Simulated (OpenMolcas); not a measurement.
# Potential curves of RbCl: spin–orbit levels

Calculated with OpenMolcas 26.06: state-averaged CASSCF(6,7) over Rb 5s 5p, Cl 3p, XMS-CASPT2 (IPEA 0.25, imaginary shift 0.2 hartree), scalar X2C, ANO-RCC-VTZP, then RASSI spin–orbit state interaction with atomic mean-field integrals. C2 symmetry about the axis (a holds Σ, Δ, Γ; b holds Π, Φ, H; Σ⁺ and Σ⁻ are not told apart); roots by multiplicity and irrep: 1a 2, 3b 2, 1b 2, 3a 1.

XMS-CASPT2 energies with spin–orbit state interaction in eV from the lowest point. Curves are followed by energy order within each symmetry, so they are adiabatic and may change character at avoided crossings; for Ω = 0 the + and − levels are counted together.

| R (Å) | (1)Ω=0 | (1)Ω=1 | (1)Ω=2 | (2)Ω=0 | (2)Ω=1 |
| --- | --- | --- | --- | --- | --- |
| 2.394 | 0.687 | 5.707 | 6.052 | 5.655 | 6.063 |
| 2.533 | 0.250 | 5.273 | 5.328 | 5.234 | 5.344 |
| 2.659 | 0.062 | 4.929 | 4.917 | 4.950 | 4.973 |
| 2.784 | 0.000 | 4.658 | 4.647 | 4.701 | 4.717 |
| 2.923 | 0.028 | 4.465 | 4.455 | 4.513 | 4.527 |
| 3.062 | 0.116 | 4.349 | 4.341 | 4.399 | 4.409 |
| 3.257 | 0.295 | 4.252 | 4.245 | 4.303 | 4.313 |
| 3.508 | 0.561 | 4.197 | 4.195 | 4.252 | 4.255 |
| 3.898 | 0.975 | 4.164 | 4.168 | 4.221 | 4.218 |
| 4.454 | 1.484 | 4.148 | 4.148 | 4.198 | 4.197 |
| 5.290 | 2.056 | 4.126 | 4.133 | 4.166 | 4.175 |
| 6.403 | 2.573 | 4.123 | 4.130 | 4.141 | 4.172 |

(1) With masses 84.912 and 34.969 u, fit the curves (1)Ω=0 near their minima.

The 5 lowest clean curves are shown; the next is (3)Ω=0, from 4.18 eV. Only roots inside an energy window near the equilibrium distance were included, so the list of states is not complete; labels number the states computed. Each spin and symmetry block has orbitals of its own, averaged over its own roots, so gaps between blocks are less sure than gaps within one and near the minimum can be off by tenths of an eV, in bad cases by more. No Rydberg orbitals are active, so Rydberg states, and σ→σ* states whose orbital the CASSCF left unused, can be missing between those listed. At stretched bonds a block can hold a wrong CASSCF solution and miss its lowest state; points past a visible jump are left out. Points that failed a check (symmetry, reference weights, a jump) are left out.

## Answers

(1) At XMS-CASPT2 with spin–orbit state interaction, Te from the lowest curve (the fit fixes ωe to a per cent or two; the method's Re and ωe can be off by some per cent):

```tsv
curve	Te (cm⁻¹)	Re (Å)	ωe (cm⁻¹)
(1)Ω=0	0	2.807	229.6
```
